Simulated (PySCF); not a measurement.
B(Br)(OH)2 (BBrH2O2), SMILES OB(O)Br. Geometry optimised at PBE0-D3(BJ)/def2-SVP. Other conformers were not sampled.

These are PBE0-D3(BJ)/def2-SVP (PySCF) values and carry that method's errors.

Harmonic wavenumbers (cm⁻¹): 297, 344, 472, 531, 585, 613, 994, 1014, 1284, 1515, 3888, 3925. Rotational constants (GHz): 10.25, 2.861, 2.237; symmetry number 1.

Question: Work out the zero-point energy and the ideal-gas rigid-rotor harmonic-oscillator thermochemistry at 298.15 K and 1 atm.

Answer: ZPE = ½ Σ hcν = ½ × 15460 cm⁻¹ = 22.10 kcal/mol. H − E(el) = 25.51 kcal/mol. Entropy in cal/(mol K): translation 40.38, rotation 26.00, vibration 5.07, total 71.45. G − E(el) = 4.21 kcal/mol. Cp = 16.75 cal/(mol K).
